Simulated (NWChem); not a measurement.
CH$_{4}$O$_{3}$Si; SMILES [SiH2](OC=O)O

```xyz
9

O      0.6221    -1.5614     0.5775
C     -0.4242    -1.5471    -0.0192
O     -1.0490    -0.4470    -0.4051
Si    -0.3613     1.0731     0.0435
O      1.2320     1.1312    -0.3634
H     -0.9784    -2.4623    -0.3137
H     -0.6217     1.2195     1.4998
H     -1.0920     2.0640    -0.7738
H      1.7393     0.4082     0.0302
```
Atoms are numbered in this order, from 1.

Computed with NWChem. All runs use the structure optimised with PBE0/def2-SVP. Level: PBE0/def2-SVP with SMD (1 M gas to 1 M solution), gas-phase geometry. Reactions with the solvent are ignored.

For solvent water:

```yaml
cavity-dispersion-structure term (kcal/mol): 4.6
dipole in solution (D): 1.55
```

Q: How do the values read with solvent toluene instead?

A: 
- cavity-dispersion-structure term (kcal/mol) = -0.7
- dipole in solution (D) = 1.29
